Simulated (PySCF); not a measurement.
CH6O3Sn, SMILES [CH3][Sn]([OH])([OH])[OH] (connectivity only; charge and spin as stated), charge +1, multiplicity 2.

The structure is a stationary point at PBE-D3(BJ)/def2-SVP. The def2 effective core potentials stand for the cores of Sn; spin–orbit coupling is left out. The values are those of a single conformer.

These are PySCF with PBE-D3(BJ)/def2-SVP values and carry that method's errors.

Frequencies are harmonic and unscaled.

Modes within 1.5 cm⁻¹ of each other (mostly degenerate sets) share a row, with their intensities summed.

| mode | ν (cm⁻¹) | IR (km/mol) | moving atoms (share of kinetic energy) |
|---|---|---|---|
| 1 | 76 | 1.2 | H 95 % |
| 2 | 89 | 24.9 | O 46 %, H 31 %, Sn 23 % |
| 3–4 | 92 | 6.2 | C 36 %, O 36 %, H 17 %, Sn 11 % |
| 5–6 | 114 | 22.3 | O 79 %, H 11 %, Sn 10 % |
| 7 | 253 | 359.9 | H 64 %, O 29 % |
| 8–9 | 259 | 111.0 | H 92 %, O 8 % |
| 10 | 410 | 0.0 | C 73 %, H 18 %, Sn 8 % |
| 11–12 | 531 | 2.2 | O 80 %, Sn 15 % |
| 13 | 538 | 1.9 | O 91 % |
| 14–15 | 708 | 6.2 | H 88 %, C 9 % |
| 16 | 765 | 40.4 | H 92 % |
| 17–18 | 798 | 323.1 | H 91 %, O 8 % |
| 19 | 1076 | 78.0 | H 87 %, C 13 % |
| 20–21 | 1337 | 41.1 | H 93 % |
| 22 | 2990 | 46.4 | H 99 % |
| 23–24 | 3157 | 30.0 | H 90 %, C 10 % |
| 25–26 | 3619 | 735.7 | H 94 % |
| 27 | 3629 | 177.5 | H 94 % |
